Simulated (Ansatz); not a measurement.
Consider the atomization: `CB(C)OC=O` → B• + 3 C• + 7 H• + 2 O•.

Gas-phase electronic energies from Ansatz, PBE0-D4/def2-TZVP geometries. CCSD(T)/CBS is the MP2 limit (def2-TZVPP, def2-QZVPP) plus CCSD(T) − MP2 in def2-TZVPP, frozen cores. This one scheme is used for every species, atoms too. Functionals use def2-TZVPP. B3LYP here is the variant with VWN-RPA as its local correlation; programs differ in this. No spin–orbit coupling; open shells (•) take unrestricted orbitals. Spin–orbit coupling would lower the free atoms: a little for B, C, O. One conformer a species, not always the lowest.

```json
{"level": "revPBE-D4", "ΔE (kJ/mol)": "5487.1", "difference from CCSD(T)/CBS": "16.9"}
{"level": "r2SCAN0-D4", "ΔE (kJ/mol)": "5423.7", "difference from CCSD(T)/CBS": "-46.5"}
{"level": "ωB97X-V", "ΔE (kJ/mol)": "5490.8", "difference from CCSD(T)/CBS": "20.6"}
{"level": "PBE-QIDH", "ΔE (kJ/mol)": "5465.5", "difference from CCSD(T)/CBS": "-4.7"}
{"level": "revPBE", "ΔE (kJ/mol)": "5410.4", "difference from CCSD(T)/CBS": "-59.8"}
{"level": "r2SCAN", "ΔE (kJ/mol)": "5515.0", "difference from CCSD(T)/CBS": "44.8"}
{"level": "B3LYP", "ΔE (kJ/mol)": "5454.7", "difference from CCSD(T)/CBS": "-15.5"}
{"level": "r2SCAN0", "ΔE (kJ/mol)": "5416.9", "difference from CCSD(T)/CBS": "-53.3"}
{"level": "MP2/def2-SVP", "ΔE (kJ/mol)": "5354.0", "difference from CCSD(T)/CBS": "-116.2"}
{"level": "CCSD(T)/def2-SVP", "ΔE (kJ/mol)": "5255.7", "difference from CCSD(T)/CBS": "-214.5"}
{"level": "HF/def2-TZVPP", "ΔE (kJ/mol)": "4048.8", "difference from CCSD(T)/CBS": "-1421.4"}
{"level": "CCSD/def2-TZVPP", "ΔE (kJ/mol)": "5260.6", "difference from CCSD(T)/CBS": "-209.6"}
{"level": "CCSD(T)/def2-TZVPP", "ΔE (kJ/mol)": "5344.5", "difference from CCSD(T)/CBS": "-125.7"}
{"level": "MP2/def2-QZVPP", "ΔE (kJ/mol)": "5540.5", "difference from CCSD(T)/CBS": "70.3"}
{"level": "HF/CBS(def2)", "ΔE (kJ/mol)": "4055.1", "difference from CCSD(T)/CBS": "-1415.1"}
{"level": "CCSD/CBS(def2)", "ΔE (kJ/mol)": "5386.3", "difference from CCSD(T)/CBS": "-83.9"}
{"level": "CCSD(T)/CBS", "ΔE (kJ/mol)": "5470.2", "difference from CCSD(T)/CBS": "0"}
```

Question: What do rigid-rotor, harmonic-oscillator terms from PBE0-D4/def2-TZVP frequencies (298.15 K, 1 bar) make of the CCSD(T)/CBS value? (Estimate.)

Answer: Computed: ΔZPE = -266.9 kJ/mol, ΔH = +5260.6 kJ/mol, ΔS = 1392 J/(mol·K), ΔG = +4845.6 kJ/mol. Open shells count their whole term as degenerate.

Largest T1 diagnostic among the species: 0.014.

Leaving LDA and LC-ωPBE aside and taking each functional with its dispersion term where it has one, the values, not all of them listed here, spread over 320.1 kJ/mol, from BHLYP-D4 to PBE-D4. LDA lies +702.4 kJ/mol from PBE without D4, its usual overbinding. From PBE to PBE0 (25 % exact exchange), in def2-TZVPP and without D4, ΔE moves by −114.0 kJ/mol: exact exchange takes away binding that semilocal exchange gives to molecules.

For atomizations the MP2-based limit and the directly extrapolated one differ by several kJ/mol either way, and by 10 to 25 for some Ge, Se and Sn compounds, so smaller differences from it don't rank the levels.
